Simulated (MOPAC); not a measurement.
MOPAC input (MNDO):

```
MNDO 1SCF UHF MS=0.5 GEO-OK AUX(PRECISION=9) THREADS=1
CH5O2Si

C    -1.68707300 1   -0.34091900 1    0.21306800 1
Si    0.03570000 1    0.08483600 1   -0.39600800 1
O     0.69916900 1    1.36508800 1    0.43465100 1
O     0.95902600 1   -1.23673500 1   -0.03430800 1
H    -2.38230300 1    0.47941600 1    0.03098200 1
H    -1.64289400 1   -0.53486800 1    1.28853400 1
H    -2.06203800 1   -1.23317300 1   -0.28968400 1
H     0.53036200 1    2.24817100 1    0.09622300 1
H     1.91396200 1   -1.12856300 1   -0.06308700 1
```

From the output:

```
                                                       MOPAC v23.2.5 Linux

          FINAL HEAT OF FORMATION =       -137.00009 KCAL/MOL =    -573.20836 KJ/MOL

          COSMO AREA              =        108.90 SQUARE ANGSTROMS
          COSMO VOLUME            =         96.23 CUBIC ANGSTROMS

          IONIZATION POTENTIAL    =          8.185490 EV
          ALPHA SOMO LUMO (EV)    =         -8.185  2.348
          BETA  SOMO LUMO (EV)    =        -11.289 -0.042
          NO. OF ALPHA ELECTRONS  =         13
          NO. OF BETA  ELECTRONS  =         12
          MOLECULAR WEIGHT        =         77.1348         POINT GROUP:  C1

          MOLECULAR DIMENSIONS (Angstroms)

            Atom       Atom       Distance
            H     9    H     5     4.58828
            H     8    H     7     4.18934
           Si     2    H     6     1.76298

          SCF CALCULATIONS        =          1

   ATOM   CHEMICAL          X               Y               Z
  NUMBER   SYMBOL      (ANGSTROMS)     (ANGSTROMS)     (ANGSTROMS)

     1       C         -1.68707300  *  -0.34091900  *   0.21306800  *
     2      Si          0.03570000  *   0.08483600  *  -0.39600800  *
     3       O          0.69916900  *   1.36508800  *   0.43465100  *
     4       O          0.95902600  *  -1.23673500  *  -0.03430800  *
     5       H         -2.38230300  *   0.47941600  *   0.03098200  *
     6       H         -1.64289400  *  -0.53486800  *   1.28853400  *
     7       H         -2.06203800  *  -1.23317300  *  -0.28968400  *
     8       H          0.53036200  *   2.24817100  *   0.09622300  *
     9       H          1.91396200  *  -1.12856300  *  -0.06308700  *

                             CARTESIAN COORDINATES

   1    C       -1.687073000    -0.340919000     0.213068000
   2   Si        0.035700000     0.084836000    -0.396008000
   3    O        0.699169000     1.365088000     0.434651000
   4    O        0.959026000    -1.236735000    -0.034308000
   5    H       -2.382303000     0.479416000     0.030982000
   6    H       -1.642894000    -0.534868000     1.288534000
   7    H       -2.062038000    -1.233173000    -0.289684000
   8    H        0.530362000     2.248171000     0.096223000
   9    H        1.913962000    -1.128563000    -0.063087000

           Empirical Formula: C H5 O2 Si  =     9 atoms

      MOLECULAR POINT GROUP   :   C1

          ALPHA EIGENVALUES
 -40.60566 -38.14064 -30.57581 -18.34663 -17.75797 -14.19558 -13.95137 -13.84489
 -13.34351 -12.62574 -12.39045 -11.60733  -8.18549   2.34801   3.19318   3.37541
   4.44133   4.48382   6.05124   6.44448   6.71200

           BETA EIGENVALUES
 -40.33507 -37.92862 -30.33014 -18.24967 -17.68909 -13.93534 -13.85940 -13.49954
 -13.17951 -12.30967 -12.03781 -11.28878  -0.04153   2.88348   3.64778   3.78638
   4.55021   4.62037   6.11283   6.51157   6.75445

              NET ATOMIC CHARGES AND DIPOLE CONTRIBUTIONS

  ATOM NO.   TYPE          CHARGE      No. of ELECS.   s-Pop       p-Pop
    1          C          -0.249087        4.2491     1.25255     2.99654
    2         Si           1.028515        2.9715     1.17811     1.79337
    3          O          -0.601022        6.6010     1.80907     4.79195
    4          O          -0.577874        6.5779     1.80907     4.76880
    5          H          -0.006410        1.0064     1.00641
    6          H           0.009413        0.9906     0.99059
    7          H           0.007723        0.9923     0.99228
    8          H           0.194771        0.8052     0.80523
    9          H           0.193971        0.8060     0.80603
 DIPOLE           X         Y         Z       TOTAL
 POINT-CHG.    -0.284     1.286    -3.293     3.547
 HYBRID         0.248     0.369     1.173     1.254
 SUM           -0.036     1.655    -2.120     2.690

          ATOMIC ORBITAL ELECTRON POPULATIONS

     Atom    s        px        py        pz
    1  C   1.25255   1.08893   0.94540   0.96220
    2 Si   1.17811   0.59313   0.51391   0.68634
    3  O   1.80907   1.86539   1.20426   1.72230
    4  O   1.80907   1.20580   1.65488   1.90812
    5  H   1.00641
    6  H   0.99059
    7  H   0.99228
    8  H   0.80523
    9  H   0.80603

                    (SZ)    =    0.500000
                    (S**2)  =    0.753015

          ATOMIC ORBITAL SPIN POPULATIONS

    Atom   Total    s     px     py     pz
         Atomic
    1  C  0.1350  0.028  0.076  0.014  0.017
    2 Si  0.7644  0.272 -0.010  0.022  0.480
    3  O  0.0627  0.003 -0.009  0.004  0.065
    4  O  0.0576  0.004  0.001 -0.004  0.057
    5  H -0.0077 -0.008
    6  H  0.0019  0.002
    7  H -0.0077 -0.008
    8  H -0.0024 -0.002
    9  H -0.0039 -0.004

 **********************
 *                    *
 * JOB ENDED NORMALLY *
 *                    *
 **********************

 == MOPAC DONE ==
```

The geometry given is a B3LYP-D3(BJ)/def2-TZVP minimum.
